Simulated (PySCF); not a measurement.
Species: C₅H₆FNSi₂.
Atom-mapped SMILES: `[H]/[N:8]=[CH:7]/[C:6]1=[CH:5][Si@@:3]([C:2]#[CH:1])([F:4])[SiH2:9]1` (hydrogens: H10 on C1; H11 on C5; H12 on C7; H13 on N8; H14, H15 on Si9)

Structure optimised with GFN2-xTB, isolated species.

Problem. List the bond lengths, angles and torsions at this level.

Solution. 
```
   bond  length (pm)
  C1≡C2        120.3
 C2–Si3        185.1
 Si3–F4        163.0
 Si3–C5        190.8
  C5=C6        135.0
  C6–C7        144.0
  C7=N8        126.3
 C6–Si9        191.1
Si3–Si9        234.2
 C1–H10        105.3
 C5–H11        108.2
 C7–H12        110.2
 N8–H13        101.8
Si9–H14        146.4
Si9–H15        146.5
```

A selection of angles:
```
     angle  degrees
 C1–C2–Si3    177.4
 C2–Si3–F4    103.2
 C2–Si3–C5    112.6
C2–Si3–Si9    130.2
 F4–Si3–C5    111.0
F4–Si3–Si9    119.8
C5–Si3–Si9     75.8
 Si3–C5–C6    103.6
  C5–C6–C7    126.5
 C5–C6–Si9    106.5
 C7–C6–Si9    127.0
  C6–C7–N8    118.7
Si3–Si9–C6     74.0
 H13–N8–C7    115.7
```

Dihedral angles: C2–Si3–C5–C6 127° (anticlinal); Si3–C5–C6–C7 -179° (antiperiplanar); C5–C6–C7–N8 180° (antiperiplanar); C5–C6–Si9–Si3 -1° (synperiplanar); C2–Si3–Si9–C6 -107° (anticlinal); H13–N8–C7–C6 180° (antiperiplanar).

Si9 (SiH2 silicon) has angles from 74.0° to 120.9°. The 3 C–Si bonds span 1.851 Å (C2–Si3, drawn single) to 1.911 Å (C6–Si9, drawn single), a spread of 0.060 Å. The 4-membered ring Si3–C5–C6–Si9 has internal angles of 74.0° to 106.5° (sum 360°, against 360° for a flat polygon); it is planar, 0.01 Å rms from its mean plane, widest ring torsion 1°. The 3 C–C bonds span 1.203 Å (C1≡C2, drawn triple) to 1.440 Å (C6–C7, drawn single), a spread of 0.237 Å. N8 (imine nitrogen) is bent (angle 115.7°). Si3 (fluorine-bound silicon) has angles from 75.8° to 130.2°.

Point group: C1 (no symmetry element, even within 0.4 Å). No frequency check. One conformer, not necessarily the lowest.

The numbers are calculated, not measured.
